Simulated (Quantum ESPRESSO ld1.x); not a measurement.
All-electron atom: Pb2+ in [Hg]. Method: Dirac Kohn-Sham, exchange-only B88, spin-unpolarised, spherical densities, point nucleus; computed with ld1.x of Quantum ESPRESSO 7.5.

Unscreened Slater integrals over Kohn-Sham orbitals (cm^-1). Large and small components are both included. Empty in this configuration: 6p1/2.

integral,value
"F0(6s1/2,6s1/2)",90196
"F0(6s1/2,5d5/2)",106250
"G2(6s1/2,5d5/2)",23997
"F0(6s1/2,5d3/2)",106990
"G2(6s1/2,5d3/2)",21890
"F0(6s1/2,5p3/2)",110940
"G1(6s1/2,5p3/2)",9347.3
"F0(6s1/2,6p1/2)",81789
"G1(6s1/2,6p1/2)",54390
"F0(5d5/2,5d5/2)",150660
"F2(5d5/2,5d5/2)",78404
"F4(5d5/2,5d5/2)",52192
"F0(5d5/2,5d3/2)",153300
"F2(5d5/2,5d3/2)",79749
"G2(5d5/2,5d3/2)",79613
"G4(5d5/2,5d3/2)",53040
"F0(5d5/2,5p3/2)",168800
"F2(5d5/2,5p3/2)",85170
"G1(5d5/2,5p3/2)",104410
"G3(5d5/2,5p3/2)",64842
"F0(5d5/2,6p1/2)",92084
"G3(5d5/2,6p1/2)",12678
"F0(5d3/2,5d3/2)",156110
"F2(5d3/2,5d3/2)",81335
"F0(5d3/2,5p3/2)",172670
"F2(5d3/2,5p3/2)",88302
"G1(5d3/2,5p3/2)",109910
"G3(5d3/2,5p3/2)",68301
"F0(5d3/2,6p1/2)",92549
"G1(5d3/2,6p1/2)",14353
"F0(5p3/2,5p3/2)",196410
"F2(5p3/2,5p3/2)",105800
"F0(5p3/2,6p1/2)",95043
"G2(5p3/2,6p1/2)",5424.4
"F0(6p1/2,6p1/2)",75683
